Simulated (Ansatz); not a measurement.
C2H6AlClO2, SMILES `C[O][Al]([Cl])[O]C`, relaxed with RKS PBE0-D4/def2-TZVP in the Gaussian-basis code of Ansatz from a PBE-D4/def2-SVP geometry. The force threshold is 0.005 eV/Å; the program also tests the step.

Total charge 0; spin multiplicity 1.

Start:

```xyz
12

C     0.685   -2.049   -1.244
O     0.265   -0.958   -0.465
Al    0.321    0.736   -0.608
Cl    1.204    1.660   -2.276
O    -0.335    1.728    0.601
C    -0.993    1.531    1.827
H     1.384   -2.694   -0.664
H     1.207   -1.743   -2.181
H    -0.185   -2.680   -1.534
H    -0.426    2.017    2.652
H    -1.121    0.456    2.090
H    -2.005    1.996    1.802
```

**Question.** By how much does the energy fall, and how many steps does the optimiser take? (Estimate.)

**Answer.** The calculation gave: 6.50 kJ/mol, in 5 steps.

**Question.** Which bonds change most? (Best estimate.)

**Answer.** Ansatz gave: O2–Al3 from 1.701 to 1.673 Å; Al3–O5 from 1.696 to 1.669 Å; C1–H9 from 1.114 to 1.094 Å; C1–H7 from 1.113 to 1.094 Å.

**Question.** Give the relaxed structure. (An estimate is asked.)

**Answer.** Computed: 
```xyz
12

C     0.673   -2.018   -1.224
O     0.250   -0.931   -0.450
Al    0.315    0.734   -0.596
Cl    1.205    1.614   -2.261
O    -0.328    1.720    0.586
C    -0.982    1.501    1.805
H     1.367   -2.638   -0.647
H     1.178   -1.705   -2.145
H    -0.186   -2.638   -1.498
H    -0.419    1.971    2.618
H    -1.094    0.436    2.035
H    -1.978    1.954    1.778
```
